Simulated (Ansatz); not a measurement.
System: As2, charge 0, singlet. As2 (λ1-arsanylarsenic, SMILES [As]#[As]).
B3LYP-D3(BJ)/def2-TZVP minimum from Ansatz (an electronic-structure program):
```
As
As 1 2.1041
```
Charge 0, spin multiplicity 1.

Total energies in hartree (Ansatz). Open shells are spin-unrestricted; no spin-orbit coupling. Cores are frozen in correlated methods (noble-gas shells, and filled d and f shells in the p block). No relativity. The restricted determinant of As2 ([As]#[As], singlet) is unstable towards broken spin symmetry in at least one set run.

| species | HF/cc-pVTZ | CCSD(T)/cc-pVTZ | HF/cc-pVQZ | CCSD(T)/cc-pVQZ | CCSD(T)/cc-pV5Z | CCSDT(Q)/cc-pV5Z |
|---|---|---|---|---|---|---|
| 1: As2 (SMILES [As]#[As]) | -4468.49239 | -4468.77866 | -4468.49815 | -4468.80034 | -4468.80739 | -4468.81007 |
| 2: As (quartet) | -2234.23714 | -2234.32576 | -2234.23956 | -2234.33229 | -2234.33414 | -2234.33474 |

Problem. Work out the atomisation energy (electronic, to ground-state atoms) in kcal/mol: take Hartree-Fock from cc-pVQZ, extrapolate the CCSD(T) correlation energy as X^-3 (X = 3, 4), and add CCSDT(Q) - CCSD(T) in cc-pV5Z. 1 hartree = 627.51 kcal/mol.

Solution. 
Species 1: correlation (64·(-0.30219) - 27·(-0.28627))/37 = -0.31381; step -0.00268; E1 = -4468.49815 + (-0.31381) + (-0.00268) = -4468.81464
Species 2: correlation (64·(-0.09273) - 27·(-0.08862))/37 = -0.09573; step -0.00060; E2 = -2234.23956 + (-0.09573) + (-0.00060) = -2234.33589
-1·E1 +2·E2 = 0.14286 hartree = 89.6 kcal/mol.
